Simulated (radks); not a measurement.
Valence configurations of Ge IV (all share [Ar]). All-electron calculation, scalar-relativistic Kohn-Sham, PBE, spin-polarised, spherical densities, finite nucleus; open shells are filled with parallel spins first; Fermi nuclear charge, rms radius 4.0742 fm. Program: a radial shooting solver on a logarithmic mesh with Libxc functionals. Energies are relative to 3d10 4s1; eigenvalues in eV for spin up.

3d10 4s1: E (eV) 0.000; moment (Bohr magnetons) 1; e(3d) -63.208; e(4s) -41.167
3d10 4p1: E (eV) 10.466; moment (Bohr magnetons) 1; e(3d) -64.693; e(4p) -31.506
3d9.5 4s1.5: E (eV) 12.299; moment (Bohr magnetons) 1; e(3d) -68.214; e(4s) -42.331
3d9 4s2: E (eV) 25.989; moment (Bohr magnetons) 1; e(3d) -73.411; e(4s) -43.486
3d9 4s1 4p1: E (eV) 35.470; moment (Bohr magnetons) 3; e(3d) -74.943; e(4p) -34.227; e(4s) -45.447
3d8 4s1 4p2: E (eV) 77.955; moment (Bohr magnetons) 5; e(3d) -87.197; e(4p) -37.407; e(4s) -49.384
3d8 4p3: E (eV) 89.956; moment (Bohr magnetons) 5; e(3d) -88.513; e(4p) -38.035
3d7.5 4s1.5 4p2: E (eV) 98.029; moment (Bohr magnetons) 5; e(3d) -92.934; e(4p) -38.314; e(4s) -50.576
3d7.5 4s0.5 4p3: E (eV) 108.18; moment (Bohr magnetons) 6; e(3d) -94.154; e(4p) -39.218; e(4s) -51.588
3d7 4s0.5 4p3.5: E (eV) 136.72; moment (Bohr magnetons) 6; e(3d) -100.71; e(4p) -40.427; e(4s) -53.138

NIST lists [Ar] 3d10 4s1 as the ground configuration; this level of theory agrees among the configurations tried. The energies are those of spherical high-spin densities, not of single terms.
